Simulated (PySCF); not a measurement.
A structure optimised at PBE-D3(BJ)/def2-SVP, used in a PySCF frequency run:

```xyz
10

C     -2.3758     0.1503     0.7253
N     -0.9959     0.4521     1.0735
Si     0.3790     0.2669     0.0950
F      1.6796     0.1906     1.0607
F      0.6904     1.4924    -0.9270
Cl     0.2185    -1.4137    -1.0727
H     -2.8818    -0.4183     1.5344
H     -2.3980    -0.4868    -0.1805
H     -2.9812     1.0598     0.5123
H     -0.8638     0.9279     1.9693
```
Charge 0, spin multiplicity 1.

Q: Write its SMILES and formula.

A: CN[Si](F)(F)Cl, CH4ClF2NSi

Q: What are its rotational constants (standard atomic weights)?

A: 2.3337, 2.0105, 1.5049 GHz
